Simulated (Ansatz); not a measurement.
A run for Ansatz (an electronic-structure program): R-wB97X-V/def2-TZVPPD on NH3 (SMILES N). The basis file is the Basis Set Exchange's JSON of that set.

Ansatz 0.2 input:
```yaml
crystal:
  periodic: [false, false, false]
  atoms:
    - {symbol: N, position_ang: [-0.00000000, -0.00002154, 0.27906895]}
    - {symbol: H, position_ang: [0.00000000, 0.94280475, -0.09306203]}
    - {symbol: H, position_ang: [0.81651493, -0.47144161, -0.09305346]}
    - {symbol: H, position_ang: [-0.81651493, -0.47144161, -0.09305346]}
basis:
  gaussian:
    orbitals: def2-TZVPPD.json
hamiltonian:
  xc: {name: wB97X-V}
scf: {lower_state_search: off}
```

Give the final energy of this run.

-56.5639 hartree.
